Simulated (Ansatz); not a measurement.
Molecule: CSe₂ (charge +1, doublet). 
Structure (B3LYP-D3(BJ)/def2-TZVP (Ansatz, a program for electronic structure) minimum search):
```xyz
3

Se     0.0000     0.0000    -1.6959
C      0.0000     0.0000     0.0000
Se     0.0000     0.0000     1.6959
```
Charge +1, spin multiplicity 2.

Basis-set convergence of Hartree-Fock and CCSD correlation energies (hartree) with Ansatz. Correlated levels leave the core frozen unless marked. Open shells are spin-unrestricted. Spin-orbit coupling is left out. The frozen core is the preceding noble-gas configuration, with the filled d and f shells of earlier blocks. No relativistic terms.

The UHF reference is spin-contaminated (<S^2> 0.39 over the pure value in the largest basis). The T1 diagnostic of CCSD in the largest basis is 0.051, which is high, so the coupled-cluster rows are less sure than usual.

| basis | functions | E(HF) | E(corr, CCSD) |
|---|---|---|---|
| cc-pVDZ | 68 | -4837.16811 | -0.34503 |
| cc-pVTZ | 116 | -4837.33022 | -0.42405 |
| cc-pVQZ | 191 | -4837.33903 | -0.44963 |

Extrapolating the two largest sets (X = 3 and 4) as X^-3: E(corr) = (64·(-0.44963) - 27·(-0.42405))/37 = -0.4683 Eh, an estimate of the basis-set limit. The largest set recovers 96.0 % of it, the smallest 73.7 %.
